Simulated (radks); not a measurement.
All-electron atom: Sr I in [Kr] 5s2 (the NIST ground configuration). Calculated with a radial shooting solver on a logarithmic mesh with Libxc functionals: non-relativistic Kohn-Sham, r2SCAN, spin-polarised, spherical densities, point nucleus; meta-GGA in the generalised Kohn-Sham scheme; relativity is left out, which matters for an element this heavy.

Radial electron density D(r) = 4 pi r^2 rho(r):

```
   r/bohr * D(r) (the largest magnitude, 57, reaches the edge; | marks zero)
  0.00432 |     *
  0.00499 |       *
 0.005809 |         *
 0.006708 |           *
  0.00781 |               *
 0.009019 |                  *
  0.01042 |                      *
  0.01213 |                          *
    0.014 |                              *
   0.0163 |                                   *
  0.01883 |                                       *
  0.02192 |                                          *
  0.02531 |                                            *
  0.02947 |                                            *
  0.03403 |                                           *
  0.03962 |                                         *
  0.04576 |                                       *
  0.05327 |                                     *
  0.06152 |                                     *
  0.07105 |                                       *
  0.08271 |                                           *
  0.09552 |                                                 *
   0.1112 |                                                     *
   0.1284 |                                                      *
   0.1495 |                                                   *
   0.1727 |                                             *
    0.201 |                                     *
   0.2321 |                                *
   0.2703 |                                *
   0.3121 |                                  *
   0.3605 |                                      *
   0.4196 |                                       *
   0.4846 |                                   *
   0.5642 |                           *
   0.6516 |                   *
   0.7585 |            *
    0.876 |        *
     1.02 |      *
    1.178 |      *
    1.371 |      *
    1.583 |    *
    1.843 |   *
    2.129 | *
    2.459 |*
    2.862 |*
    3.306 |*
    3.848 |*
    4.444 |*
    5.174 *
    5.975 *
    6.956 *
    8.033 *
    9.352 *
     10.8 *
    12.57 *
```

D(r) has 3 maxima, at r = 0.0288, 0.125, 0.400 bohr, and minima at 0.0577, 0.258 bohr, inside which lie 2.06, 11.13 electrons.
